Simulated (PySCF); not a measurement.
BrH₃SiZn, SMILES [SiH3][Zn][Br].

The structure is a stationary point at PBE-D3(BJ)/def2-SVP. The structure was generated by enumeration; whether it is a known compound was not checked.

Calculation: PBE-D3(BJ)/def2-SVP (PySCF).

Frequencies are harmonic and unscaled.

Modes within 1.5 cm⁻¹ of each other (mostly degenerate sets) share a row, with their intensities summed.

```
mode   ν (cm⁻¹)  IR (km/mol)  Raman (Å⁴/amu)  depolarisation  moving atoms (share of kinetic energy)
-----  --------  -----------  --------------  --------------  --------------------------------------
1–2          74          8.1             0.1               –       Zn 56 %, Si 21 %, Br 13 %, H 10 %
3           237         11.5            22.5            0.26                        Si 47 %, Br 43 %
4           374         29.5             1.6            0.17               Zn 58 %, Si 27 %, Br 12 %
5–6         442          6.5             4.7            0.75                         H 88 %, Si 10 %
7           821        251.4             3.0            0.75                          H 91 %, Si 9 %
8–9         897         57.2            64.0            0.75                                  H 98 %
10         2145         55.6           291.9            0.00                                  H 99 %
11–12      2161        148.7           301.0            0.75                                  H 96 %
```
